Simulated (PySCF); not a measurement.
Continuum solvent and chemical shifts

Bonds (- single, = double, # triple, : aromatic): C1=C2 1.338 Å, C2-C3 1.466 Å, C3=C4 1.348 Å, C3-N5 1.400 Å, N5-C6 1.365 Å, C6=O7 1.206 Å. C1 carries H8, H9; C2 carries H10; C4 carries H11, H12; N5 carries H13; C6 carries H14. H11 is cis to C2; H8 is cis to C3; H12 is trans to C2; H9 is trans to C3.

GIAO PBE0/pcSseg-1 in PySCF on one PBE0-D3(BJ)/def2-SVP conformer, non-relativistic, equivalent nuclei averaged. Solvents enter as an IEF-PCM continuum (benzene with ε = 2.3, water with ε = 78.4) around the gas-phase geometry. Shifts are referred to TMS computed in the same medium.

Gas phase, δ in ppm: C6 159.1, C2 143.5, C3 141.5, C4 114.9, C1 111.8, H14 8.24, H12 7.04, H10 6.16, H13 5.93, H9 5.23, H8 5.02, H11 5.02. Dipole moment 3.59 D.

**Question.** How does each δ change in the continuum?

**Answer.** 
```
atoms                                                  environment  Δδ, benzene  Δδ, water
   C6                                        amide carbonyl carbon         +2.6       +6.3
   C2                                                    alkene CH         -0.1       -0.6
   C3                               alkene carbon bearing nitrogen         +1.3       +3.4
   C4                β carbon of an enol-ether or enamine type C=C         -1.1       -3.5
   C1                                         terminal =CH2 carbon         +2.6       +7.0
  H14                         hydrogen on an amide carbonyl carbon        +0.03      +0.11
  H12  hydrogen on a β carbon of an enol-ether or enamine type C=C        -0.13      -0.36
  H10                                     hydrogen on an alkene CH        +0.08      +0.16
  H13                           hydrogen on an amide-type nitrogen        +0.45      +1.12
   H9                           hydrogen on a terminal =CH2 carbon        +0.16      +0.39
   H8                           hydrogen on a terminal =CH2 carbon        +0.23      +0.61
  H11  hydrogen on a β carbon of an enol-ether or enamine type C=C        +0.05      +0.08
```

Changes are relative to the gas phase. The dipole moment becomes 4.16 D in benzene, 5.02 D in water.

**Question.** Which nuclei move most (in ppm), and what does the model miss?

**Answer.** C1 (terminal =CH2 carbon, +7.0 ppm) in water. A continuum only polarises the solute; specific hydrogen bonds, the anisotropy of aromatic solvents and changes of geometry or conformer are outside it.
